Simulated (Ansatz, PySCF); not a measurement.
Caution: the highest occupied level lies above zero, so the state may not be bound. This triplet is an excited state, 1.12 eV above the relaxed singlet at the level frozen-core CCSD(T)/aug-cc-pVDZ // PBE0-D3(BJ)/def2-TZVPD (Ansatz, an electronic-structure program).

Cartesian coordinates (Å):
SMILES: N[B-]S
```xyz
6

N     -1.1349    -0.0243    -0.1252
B      0.2110     0.0566     0.1705
S      1.6792    -0.0487    -0.8254
H     -1.5129    -0.1704    -1.0508
H     -1.8459     0.0616     0.5940
H      2.6036     0.1252     0.1822
```
Charge -1, spin multiplicity 3.

Give the total energy and highest occupied spin orbital at the level PBE-D3(BJ)/def2-TZVPD // PBE0-D3(BJ)/def2-TZVPD run with PySCF 2.14.0.


```json
{
  "total_energy": "-479.3495 Ha",
  "highest_occupied_spin_orbital": "1.78 eV"
}
```
